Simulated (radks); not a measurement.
Task: Spherical quantum dot in the effective-mass picture: electrons in a parabolic well V = omega^2 r^2 / 2 with omega = 0.0861, all in effective atomic units (hartree* = m*/eps^2 hartree, bohr* = eps/m* bohr), one dielectric constant everywhere. Calculated with a radial shooting solver with Libxc functionals: non-relativistic Kohn-Sham, LDA (Slater exchange, Perdew-Wang correlation), spin-polarised, spherical densities. Levels are named by radial order and angular momentum (1s, 1p, 1d, 2s, ...), and open shells are averaged over m. Results are scaled to m* = 0.033 and eps = 11.1, for which hartree* = 7.288 meV and bohr* = 17.8 nm. At N = 29 the configuration is 1s2 1p6 1d10 2s2 1f(up 7, down 2). Does electron 30 go into 1f down or 2p down or 2p up?

Result: Into 1f down. The total energies of the other choices lie higher by 0.0949 meV (2p up), 0.116 meV (2p down).
